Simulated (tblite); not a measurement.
Species: C₅H₅FO₂Si.
Geometry (GFN2-xTB, Å), atoms numbered from 1 in this order:
```
atom  x, y, z in Å
O1    -3.7772   -0.5725    0.7212
C2    -2.8808    0.1269    0.3930
F3    -3.1310    1.4394    0.0690
C4    -1.4709   -0.1489    0.2564
C5    -0.4216    0.6618   -0.1210
C6     0.7454   -0.1306   -0.0822
Si7    2.5052    0.3972   -0.4770
C8     0.3039   -1.3679    0.3195
O9    -1.0091   -1.3941    0.5245
H10   -0.4914    1.6949   -0.3941
H11    2.4331    1.5803   -1.3329
H12    3.1848    0.7072    0.7818
H13    3.1660   -0.7131   -1.1625
H14    0.8430   -2.2812    0.4820
```

Computed values, GFN2-xTB/tblite, gas phase, harmonic and unscaled. Against measured fundamentals such values can be off by several per cent, at times by over 20. Modes of hydrogen on silicon can be 10 to 20 % off. One conformer, not necessarily the lowest. The optimisation stopped once no atom felt more than 0.01 eV/Å.

Lowest wavenumbers of the output (negative numbers stand for imaginary wavenumbers):
```
mode    cm-1
  1     -20.8
  2      68.1
  3     109.3
  4     117.1
  5     217.9
  6     220.8
  7     351.8
  8     458.6
  9     523.2
 10     525.4
 11     554.4
 12     578.5
 13     625.7
 14     683.2
 15     695.7
```

Question: Is this structure a minimum?

Answer: Not by this Hessian. 1 mode is imaginary beyond 20i (21i cm⁻¹), so at this level the point lies at or near a first-order saddle. The curvature is small, so loose convergence or finite differences may be the whole cause.

Question: Which atoms move in the imaginary mode?

Answer: 21i: H12 (Si–H hydrogen) 33 %, H13 (Si–H hydrogen) 33 %, H11 (Si–H hydrogen) 30 %. These are shares of the mass-weighted motion.

Question: What is the remedy?

Answer: Step along that mode in both directions, optimise again with tighter thresholds and repeat the frequencies. The zero-point energy of this point (52.4 kcal/mol) counts the 35 real modes alone, and thermal corrections from it aren't those of a minimum.
